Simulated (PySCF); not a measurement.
C2H2F, SMILES C=[C]F (connectivity only; charge and spin as stated), charge +1, multiplicity 1. Atoms are numbered in the order given.

```xyz
5

C      0.0000     0.0000    -1.2547
C      0.0000     0.0000     0.0129
F      0.0000     0.0000     1.2310
H      0.0000    -0.9525    -1.8145
H      0.0000     0.9525    -1.8145
```
Charge +1, spin multiplicity 1.

Geometry: PBE-D3(BJ)/def2-TZVP. The spin state was assumed, not searched. The isomer is the one that the SMILES or the coordinates give; other isomers of the formula were not compared.

All values below come from PySCF with B3LYP/def2-TZVPD.

Mulliken values depend strongly on the basis, most of all with diffuse functions as here. ESP charges are fitted to the potential on shells at 1.4 to 2.0 van der Waals radii. Atomic charges (e):

| atom | meta-Löwdin | Mulliken | ESP fit |
|---|---|---|---|
| C1 | -0.23 | -0.46 | … |
| C2 | 0.64 | 0.76 | … |
| F3 | 0.04 | 0.00 | … |
| H4 | 0.27 | 0.35 | … |
| H5 | 0.27 | 0.35 | … |

Some entries are withheld; supply them. (An estimate is asked for; the answer gives what the named calculation found.)


- C1, ESP fit: -0.61
- C2, ESP fit: 0.65
- F3, ESP fit: 0.15
- H4, ESP fit: 0.41
- H5, ESP fit: 0.41
